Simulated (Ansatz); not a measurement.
Reaction (substitution at a C–O bond): `ClBC[O][GeH3]` + H–F → `FCBCl` + `[OH][GeH3]`

Gas-phase electronic energies from Ansatz, PBE0-D4/def2-TZVP geometries. CBS: MP2 limit from def2 TZ/QZ plus the TZ coupled-cluster correction, frozen cores. This one scheme is used for every species. Functionals use def2-TZVPP. For Ge outer-core shells are correlated without core-valence functions, which leaves a few kJ/mol of doubt a bond. Scalar relativity is left out up to krypton. One conformer a species, not always the lowest.

(1) Is it downhill or uphill in electronic energy at CCSD(T)/CBS, and by how much? (Best estimate.)

(2) What do these levels give: ωB97X-V, PBE, r2SCAN, PBE0, HF/def2-TZVPP, CCSD/CBS(def2)? (Estimate.)

Largest T1 diagnostic among the species: 0.012.

Answers

(1) The calculation gave: Uphill: ΔE = +4.3 kJ/mol.

(2) Ansatz gave: ωB97X-V -6.2, PBE -10.6, r2SCAN -9.1, PBE0 -8.1, HF/def2-TZVPP -16.4, CCSD/CBS(def2) 1.7 kJ/mol.

In def2-TZVPP, CCSD(T) changes the Hartree–Fock value by +19.0 kJ/mol (the triples alone add +2.6 kJ/mol) and MP2 by +23.9 kJ/mol. The D4 term adds +9.7 kJ/mol with B3LYP and +5.5 kJ/mol with PBE0; it sums over pairs of atoms, weighted by their polarisabilities, and B3LYP, whose exchange is more repulsive, gets the larger term.

B3LYP here is the variant with VWN-RPA as its local correlation; programs differ in this.
